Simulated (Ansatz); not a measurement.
```yaml
crystal:
  periodic: [false, false, false]
  atoms:
    - {symbol: Zn, position_ang: [0.984420, -0.928448, -0.627745]}
    - {symbol: Zn, position_ang: [1.379404, 0.821714, 2.692738]}
    - {symbol: Zn, position_ang: [-1.018313, 0.619245, -1.489697]}
    - {symbol: Se, position_ang: [-0.184549, -0.919736, 1.491943]}
    - {symbol: Se, position_ang: [-1.981387, 0.451039, 0.670059]}
    - {symbol: Se, position_ang: [0.820424, -0.043804, -2.737299]}
basis:
  gaussian: {orbitals: def2-TZVP, initial_orbitals: start.molden}
total_charge: 1
magnetization: {spin_polarized: true, initial_magnetization: 1}
hamiltonian: {xc: pbe0, dispersion: d4}
scf: {omitted_lower_state_checks: [starts]}
output: {orbitals: {seedname: orbitals}}
```

The file start.molden holds the orbitals of an earlier run on this structure, at another level or in another basis.

```sh
$ ansatz run in.yaml --threads 4 --pin off --events-out ev --progress --plain --max-ram 4787MiB
```

Problem. Does this run fit into the memory that it is given?

Solution. No. It has 288 basis functions, and Ansatz plans for 6 GiB where 5 GiB are given.
